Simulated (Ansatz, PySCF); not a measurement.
Pulling on the C3–H5 bond in C2H6Mg (SMILES C[CH2][MgH]) (multiplicity 1 held, fragments rigid). Energies count from the point at 1.097 Å.
Geometry at that point (charge 0, multiplicity 1):
```xyz
9

Mg    -0.1443     0.3313     1.3937
H     -0.3373     1.1905     2.8557
C      0.0933    -0.7191    -0.4142
C      0.1315     0.1361    -1.6926
H     -0.7157    -1.4553    -0.4913
H      1.0112    -1.3150    -0.3458
H      0.9553     0.8554    -1.6784
H     -0.7876     0.7138    -1.8253
H      0.2569    -0.4673    -2.5988
```

Restricted levels (R-, RO-) in cc, def2 and unpolarised 6-31G sets keep to the state of the molecule at rest.

Rows in 3-21G, 6-31G* carry no dispersion term and start afresh at each structure (6-31G* with six Cartesian d functions). MP2/6-31G* freezes PySCF's default core, which is smaller on s-block atoms.

The values were computed with Ansatz (Gaussian orbitals); PySCF for 3-21G rows, 6-31G* rows. Values without a source in brackets are computed.

Energies in eV.

```json
[
 {"R (Å)": "0.877", "R-HF/3-21G": "1.24", "R-HF/def2-TZVPP": "1.18", "R-B3LYP/def2-TZVPP": "1.19", "R-MP2/6-31G*": "1.29"},
 {"R (Å)": "0.987", "R-HF/3-21G": "0.23", "R-HF/def2-TZVPP": "0.22", "R-B3LYP/def2-TZVPP": "0.23", "R-MP2/6-31G*": "0.26"},
 {"R (Å)": "1.097", "R-HF/3-21G": "0.00", "R-HF/def2-TZVPP": "0.00", "R-B3LYP/def2-TZVPP": "0.00", "R-MP2/6-31G*": "0.00"},
 {"R (Å)": "1.206", "R-HF/3-21G": "0.18", "R-HF/def2-TZVPP": "0.18", "R-B3LYP/def2-TZVPP": "0.15", "R-MP2/6-31G*": "0.16"},
 {"R (Å)": "1.316", "R-HF/3-21G": "0.56", "R-HF/def2-TZVPP": "0.57", "R-B3LYP/def2-TZVPP": "0.50", "R-MP2/6-31G*": "0.52"},
 {"R (Å)": "1.480", "R-HF/3-21G": "1.30", "R-HF/def2-TZVPP": "1.31", "R-B3LYP/def2-TZVPP": "1.17", "R-MP2/6-31G*": "1.24"},
 {"R (Å)": "1.645", "R-HF/3-21G": "2.09", "R-HF/def2-TZVPP": "2.08", "R-B3LYP/def2-TZVPP": "1.86", "R-MP2/6-31G*": "1.98"},
 {"R (Å)": "1.919", "R-HF/3-21G": "3.34", "R-HF/def2-TZVPP": "3.24", "R-B3LYP/def2-TZVPP": "2.90", "R-MP2/6-31G*": "3.11"},
 {"R (Å)": "2.193", "R-HF/3-21G": "4.43", "R-HF/def2-TZVPP": "4.21", "R-B3LYP/def2-TZVPP": "3.73", "R-MP2/6-31G*": "4.05"},
 {"R (Å)": "2.522", "R-HF/3-21G": "5.49", "R-HF/def2-TZVPP": "5.12", "R-B3LYP/def2-TZVPP": "4.48", "R-MP2/6-31G*": "4.92"},
 {"R (Å)": "2.961", "R-HF/3-21G": "6.61", "R-HF/def2-TZVPP": "6.03", "R-B3LYP/def2-TZVPP": "5.18", "R-MP2/6-31G*": "5.72"},
 {"R (Å)": "3.509", "R-HF/3-21G": "7.64", "R-HF/def2-TZVPP": "6.85", "R-B3LYP/def2-TZVPP": "5.73", "R-MP2/6-31G*": "6.24"}
]
```

Doubts at one or more of the structures used: a restricted determinant that unrestricted orbitals would lower (R-HF/3-21G, R-HF/def2-TZVPP, R-B3LYP/def2-TZVPP, R-MP2/6-31G*).

Ansatz is a first-principles code.
